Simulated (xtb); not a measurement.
methyl ethyl ether (C3H8O), singlet, from a rough starting geometry; GFN2-xTB run with xtb.

Input for xtb:
```
$ xtb mol.xyz --gfn 2 --opt vtight --json

# file mol.xyz
12

O     -0.08761090    -0.92416311     0.00185719
C     -0.07751291     0.59957443    -0.01764137
C      1.26944586    -1.40997315    -0.02221631
C     -1.44276742     0.99621375     0.00168954
H      0.49859560     0.88428975     0.89410354
H      0.52602276     0.94469107    -0.91118003
H      1.22171674    -2.49812440    -0.05202240
H      1.85543452    -1.05847538    -0.87554998
H      1.83524536    -1.07519076     0.88740419
H     -1.99515144     0.66627311    -0.90293912
H     -2.05647841     0.61685585     0.90389066
H     -1.56703629     2.12331533    -0.02082798
```

It wrote (shortened):

```
   ID    Z sym.   atoms
    1    8 O      1
    2    6 C      2-4
    3    1 H      5-12

           -------------------------------------------------
          |                Calculation Setup                |
           -------------------------------------------------

           -------------------------------------------------
          |                 G F N 2 - x T B                 |
           -------------------------------------------------

          ...................................................
          :                      SETUP                      :
          :.................................................:
          :  # basis functions                  24          :
          :  # atomic orbitals                  24          :
          :  # shells                           16          :
          :  # electrons                        26          :
          :  max. iterations                   250          :
          :  Hamiltonian                  GFN2-xTB          :
          :  restarted?                      false          :
          :  GBSA solvation                  false          :
          :  PC potential                    false          :
          :  electronic temp.          300.0000000     K    :
          :  accuracy                    1.0000000          :
          :  -> integral cutoff          0.2500000E+02      :
          :  -> integral neglect         0.1000000E-07      :
          :  -> SCF convergence          0.1000000E-05 Eh   :
          :  -> wf. convergence          0.1000000E-03 e    :
          :  Broyden damping             0.4000000          :
          :  net charge                          0          :
          :  unpaired electrons                  0          :
          ...................................................

 iter      E             dE          RMSdq      gap      omega  full diag
   1    -14.6275769 -0.146276E+02  0.417E+00    9.86       0.0  T
   2    -14.6798539 -0.522770E-01  0.200E+00    9.13       1.0  T
   3    -14.6806798 -0.825927E-03  0.996E-01    9.34       1.0  T
   4    -14.6809645 -0.284713E-03  0.126E-01    9.33       1.0  T
   5    -14.6809926 -0.280920E-04  0.749E-02    9.35       1.0  T
   6    -14.6809937 -0.110712E-05  0.529E-03    9.36       5.5  T
   7    -14.6809938 -0.352088E-07  0.333E-03    9.36       8.7  T
   8    -14.6809938 -0.264908E-07  0.907E-04    9.36      31.8  T
   9    -14.6809938 -0.205462E-08  0.253E-04    9.36     114.1  T

   *** convergence criteria satisfied after 9 iterations ***

         :::::::::::::::::::::::::::::::::::::::::::::::::::::
         ::                     SUMMARY                     ::
         :::::::::::::::::::::::::::::::::::::::::::::::::::::
         :: total energy             -14.535822644385 Eh    ::
         :: gradient norm              0.145876827509 Eh/a0 ::
         :: HOMO-LUMO gap              9.357350256235 eV    ::
         ::.................................................::
         :: SCC energy               -14.680991715010 Eh    ::
         :: -> isotropic ES            0.021694841114 Eh    ::
         :: -> anisotropic ES          0.004179024942 Eh    ::
         :: -> anisotropic XC          0.005618527785 Eh    ::
         :: -> dispersion             -0.004655485853 Eh    ::
         :: repulsion energy           0.145169070625 Eh    ::
         :: add. restraining           0.000000000000 Eh    ::
         :: total charge               0.000000000000 e     ::
         :::::::::::::::::::::::::::::::::::::::::::::::::::::

      -----------------------------------------------------------
     |                   =====================                   |
     |                        A N C O P T                        |
     |                   =====================                   |
     |               Approximate Normal Coordinate               |
     |                Rational Function Optimizer                |
[...]
 * total energy  :   -14.5358226 Eh     change       -0.2418723E-09 Eh
 * total energy  :   -14.5507211 Eh     change       -0.1489849E-01 Eh
 * total energy  :   -14.5542735 Eh     change       -0.3552328E-02 Eh
 * total energy  :   -14.5544496 Eh     change       -0.1761184E-03 Eh
 * total energy  :   -14.5544626 Eh     change       -0.1303198E-04 Eh
 * total energy  :   -14.5544636 Eh     change       -0.9883688E-06 Eh
 * total energy  :   -14.5544639 Eh     change       -0.3126626E-06 Eh
 * total energy  :   -14.5544640 Eh     change       -0.8542367E-07 Eh
   *** GEOMETRY OPTIMIZATION CONVERGED AFTER 8 ITERATIONS ***
         :: total energy             -14.554463998049 Eh    ::
[...]
        13        2.0000           -0.3964098             -10.7869 (HOMO)
        14                          0.0402433               1.0951 (LUMO)
        15                          0.1073006               2.9198
        16                          0.1257052               3.4206
        17                          0.1502683               4.0890
        18                          0.1535445               4.1782
        19                          0.1728412               4.7032
        20                          0.1819632               4.9515
        21                          0.1954972               5.3198
        22                          0.2257371               6.1426
        23                          0.2694515               7.3321
        24                          0.2723899               7.4121
      -------------------------------------------------------------
                  HL-Gap            0.4366531 Eh           11.8819 eV
             Fermi-level           -0.1780833 Eh           -4.8459 eV

     #   Z          covCN         q      C6AA      α(0)
     1   8 O        1.701    -0.314    19.245     5.923
     2   6 C        3.703     0.091    19.211     6.267
     3   6 C        3.655     0.044    20.131     6.442
     4   6 C        3.751    -0.112    22.702     6.795
     5   1 H        0.923     0.016     2.795     2.614
     6   1 H        0.923     0.016     2.795     2.614
     7   1 H        0.925     0.057     2.240     2.340
     8   1 H        0.923     0.025     2.661     2.551
     9   1 H        0.923     0.025     2.661     2.551
    10   1 H        0.925     0.055     2.261     2.351
    11   1 H        0.925     0.055     2.262     2.352
    12   1 H        0.925     0.043     2.407     2.426

 Mol. C6AA /au·bohr⁶  :        936.953814
 Mol. C8AA /au·bohr⁸  :      18703.834958
 Mol. α(0) /au        :         45.226424

Wiberg/Mayer (AO) data.
largest (>0.10) Wiberg bond orders for each atom

 ---------------------------------------------------------------------------
     #   Z sym  total        # sym  WBO       # sym  WBO       # sym  WBO
 ---------------------------------------------------------------------------
     1   8 O    2.071 --     3 C    1.002     2 C    0.982
     2   6 C    3.956 --     4 C    1.016     1 O    0.982     5 H    0.968
                             6 H    0.968
     3   6 C    3.957 --     1 O    1.002     7 H    0.980     9 H    0.977
                             8 H    0.976
     4   6 C    3.994 --     2 C    1.016    11 H    0.986    10 H    0.986
                            12 H    0.986
     5   1 H    1.000 --     2 C    0.968
     6   1 H    1.000 --     2 C    0.968
     7   1 H    0.997 --     3 C    0.980
     8   1 H    0.999 --     3 C    0.976
     9   1 H    0.999 --     3 C    0.977
    10   1 H    0.997 --     4 C    0.986
    11   1 H    0.997 --     4 C    0.986
    12   1 H    0.998 --     4 C    0.986
 ---------------------------------------------------------------------------

Topologies differ in total number of bonds
Writing topology from bond orders to xtbtopo.mol

molecular dipole:
                 x           y           z       tot (Debye)
 q only:        0.213       0.270       0.005
   full:        0.409       0.361       0.008       1.387
molecular quadrupole (traceless):
                xx          xy          yy          xz          yz          zz
 q only:        1.163      -2.372       0.166      -0.014      -0.007      -1.329
  q+dip:        0.258      -1.564      -0.627      -0.031      -0.035       0.370
   full:        0.760      -2.096      -0.297      -0.027      -0.024      -0.464

optimized geometry written to: xtbopt.xyz

           -------------------------------------------------
          | TOTAL ENERGY              -14.554463998049 Eh   |
          | GRADIENT NORM               0.000101131728 Eh/α |
          | HOMO-LUMO GAP              11.881935736302 eV   |
           -------------------------------------------------
```
